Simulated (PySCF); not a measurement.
SMILES c1([SiH2][SeH])cccs1 (C4H6SSeSi), GFN2-xTB optimised geometry.

```
13

Se    -0.33    -2.84     0.00
Si    -1.67    -0.99     0.00
C     -0.48     0.45     0.00
C      0.88     0.45     0.00
C      1.44     1.74     0.00
C      0.50     2.72     0.00
S     -1.09     2.07     0.00
H     -1.41    -3.78     0.00
H     -2.50    -1.01    -1.20
H     -2.50    -1.01     1.21
H      1.46    -0.46     0.00
H      2.50     1.93     0.00
H      0.64     3.78     0.00
```

Density from PBE/def2-TZVP run with PySCF at that geometry.

Minimum of the electron density along straight lines between bonded atoms, close to the bond critical point (lines longer than 1.1 times the sum of covalent radii, or with two minima, are not listed):

```tsv
bond	length / Å	ρ at the minimum / e bohr⁻³	∇²ρ there / e bohr⁻⁵	position (fraction from the first atom)
Se1–Si2	2.289	0.089	-0.02	0.64
Si2–C3	1.863	0.119	0.21	0.39
C3–C4	1.365	0.325	-0.92	0.51
C4–C5	1.409	0.302	-0.83	0.50
C5–C6	1.358	0.331	-0.95	0.49
C3–S7	1.734	0.206	-0.37	0.47
C6–S7	1.717	0.214	-0.42	0.48
Se1–H8	1.431	0.185	-0.31	0.63
Si2–H9	1.463	0.126	0.16	0.50
Si2–H10	1.463	0.126	0.16	0.50
C4–H11	1.079	0.285	-1.00	0.65
C5–H12	1.075	0.286	-1.01	0.65
C6–H13	1.072	0.289	-1.03	0.65
```
